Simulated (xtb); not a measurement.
AlCl, charge -1, doublet, from a rough starting geometry (GFN-xTB shapes and energies of metal compounds can be far from the true ones) (a state made from the parent by changing its charge; the spin is typed, not shown lowest); GFN2-xTB run with xtb.

The xtb input:
```
$ xtb mol.xyz --gfn 2 --chrg -1 --uhf 1 --opt vtight --json

# file mol.xyz
2

Al    -0.61101624    -0.54729317    -0.57127094
Cl     0.60437431     0.57316042     0.57414771
```

Output, abridged:

```
   ID    Z sym.   atoms
    1   13 Al     1
    2   17 Cl     2

           -------------------------------------------------
          |                Calculation Setup                |
           -------------------------------------------------

           -------------------------------------------------
          |                 G F N 2 - x T B                 |
           -------------------------------------------------

          ...................................................
          :                      SETUP                      :
          :.................................................:
          :  # basis functions                  20          :
          :  # atomic orbitals                  18          :
          :  # shells                            6          :
          :  # electrons                        11          :
          :  max. iterations                   250          :
          :  Hamiltonian                  GFN2-xTB          :
          :  restarted?                      false          :
          :  GBSA solvation                  false          :
          :  PC potential                    false          :
          :  electronic temp.          300.0000000     K    :
          :  accuracy                    1.0000000          :
          :  -> integral cutoff          0.2500000E+02      :
          :  -> integral neglect         0.1000000E-07      :
          :  -> SCF convergence          0.1000000E-05 Eh   :
          :  -> wf. convergence          0.1000000E-03 e    :
          :  Broyden damping             0.4000000          :
          :  net charge                         -1          :
          :  unpaired electrons                  1          :
          ...................................................

 iter      E             dE          RMSdq      gap      omega  full diag
   1     -5.6786890 -0.567869E+01  0.113E+01    0.00       0.0  T
   2     -5.7074742 -0.287852E-01  0.109E+01    0.00       1.0  T
   3     -5.7128267 -0.535245E-02  0.841E+00    0.00       1.0  T
   4     -5.7124941  0.332554E-03  0.345E+00    0.00       1.0  T
   5     -5.7138371 -0.134302E-02  0.592E-01    0.00       1.0  T
   6     -5.7138565 -0.194040E-04  0.187E-01    0.00       1.0  T
   7     -5.7138729 -0.163849E-04  0.213E-01    0.00       1.0  T
   8     -5.7138751 -0.221281E-05  0.660E-02    0.00       1.1  T
   9     -5.7138755 -0.381395E-06  0.552E-03    0.00      12.8  T
  10     -5.7138755 -0.846882E-08  0.228E-03    0.00      31.1  T
  11     -5.7138755 -0.491664E-09  0.218E-04    0.00     324.7  T
  12     -5.7138755 -0.107825E-11  0.120E-04    0.00     588.4  T

   *** convergence criteria satisfied after 12 iterations ***

         :::::::::::::::::::::::::::::::::::::::::::::::::::::
         ::                     SUMMARY                     ::
         :::::::::::::::::::::::::::::::::::::::::::::::::::::
         :: total energy              -5.700440838983 Eh    ::
         :: gradient norm              0.111395846049 Eh/a0 ::
         :: HOMO-LUMO gap              0.000000000010 eV    ::
         ::.................................................::
         :: SCC energy                -5.713875532418 Eh    ::
         :: -> isotropic ES            0.146132279801 Eh    ::
         :: -> anisotropic ES         -0.005974498637 Eh    ::
         :: -> anisotropic XC          0.001821979754 Eh    ::
         :: -> dispersion             -0.001047285192 Eh    ::
         :: repulsion energy           0.013434693436 Eh    ::
         :: add. restraining           0.000000000000 Eh    ::
         :: total charge              -1.000000000000 e     ::
         :::::::::::::::::::::::::::::::::::::::::::::::::::::

      -----------------------------------------------------------
     |                   =====================                   |
     |                        A N C O P T                        |
[...]
 * total energy  :    -5.7004408 Eh     change        0.4130030E-12 Eh
 * total energy  :    -5.7189575 Eh     change       -0.1851662E-01 Eh
 * total energy  :    -5.7217473 Eh     change       -0.2789798E-02 Eh
 * total energy  :    -5.7232297 Eh     change       -0.1482448E-02 Eh
 * total energy  :    -5.7234668 Eh     change       -0.2371058E-03 Eh
 * total energy  :    -5.7234848 Eh     change       -0.1801718E-04 Eh
 * total energy  :    -5.7234867 Eh     change       -0.1856209E-05 Eh
 * total energy  :    -5.7234867 Eh     change       -0.2511650E-08 Eh
   *** GEOMETRY OPTIMIZATION CONVERGED AFTER 8 ITERATIONS ***
         :: total energy              -5.723486690374 Eh    ::
[...]
          |                Property Printout                |
           -------------------------------------------------

    * Orbital Energies and Occupations

         #    Occupation            Energy/Eh            Energy/eV
      -------------------------------------------------------------
         1        2.0000           -0.8138998             -22.1473
         2        2.0000           -0.2076019              -5.6491
         3        2.0000           -0.1958276              -5.3287
         4        2.0000           -0.1958276              -5.3287
         5        2.0000           -0.0863171              -2.3488
         6        0.5000            0.0162291               0.4416 (HOMO)
         7        0.5000            0.0162291               0.4416 (LUMO)
         8                          0.0630435               1.7155
         9                          0.1266951               3.4475
        10                          0.1266951               3.4475
        11                          0.1773695               4.8265
        12                          0.1773695               4.8265
        13                          0.2936141               7.9896
        14                          0.2981589               8.1133
        15                          0.2981589               8.1133
        16                          0.3062958               8.3347
        17                          0.3062958               8.3347
        18                          0.4997612              13.5992
      -------------------------------------------------------------
                  HL-Gap            0.0000000 Eh            0.0000 eV
             Fermi-level           -0.0094074 Eh           -0.2560 eV

     #   Z          covCN         q      C6AA      α(0)
     1  13 Al       0.696    -0.284   431.557    54.157
     2  17 Cl       0.696    -0.716   123.477    16.995

 Mol. C6AA /au·bohr⁶  :        960.140182
 Mol. C8AA /au·bohr⁸  :      72130.166704
 Mol. α(0) /au        :         71.152310

Wiberg/Mayer (AO) data.
largest (>0.10) Wiberg bond orders for each atom

 ---------------------------------------------------------------------------
     #   Z sym  total        # sym  WBO       # sym  WBO       # sym  WBO
 ---------------------------------------------------------------------------
     1  13 Al   0.541 --     2 Cl   0.541
     2  17 Cl   0.541 --     1 Al   0.541
 ---------------------------------------------------------------------------

Topologies differ in total number of bonds
Writing topology from bond orders to xtbtopo.mol

molecular dipole:
                 x           y           z       tot (Debye)
 q only:       -0.606      -0.589      -0.580
   full:       -0.506      -0.497      -0.485       2.183
molecular quadrupole (traceless):
                xx          xy          yy          xz          yz          zz
 q only:       -0.239      -2.789       0.158      -2.831      -2.636       0.081
  q+dip:       -0.294      -3.328       0.200      -3.385      -3.143       0.094
   full:       -0.201      -2.339       0.133      -2.374      -2.211       0.068

           -------------------------------------------------
          |                Geometry Summary                 |
           -------------------------------------------------

      molecular mass/u    :       62.4344761
   center of mass at/Å    :        0.0983354       0.1066494       0.0972423
  moments of inertia/u·Å² :       -0.4470874E-14   0.9418978E+02   0.9418978E+02
rotational constants/cm⁻¹ :       -0.3770545E+16   0.1789752E+00   0.1789752E+00

optimized geometry written to: xtbopt.xyz

           -------------------------------------------------
          | TOTAL ENERGY               -5.723486690374 Eh   |
          | GRADIENT NORM               0.000000248402 Eh/α |
          | HOMO-LUMO GAP               0.000000129658 eV   |
           -------------------------------------------------

normal termination of xtb
```
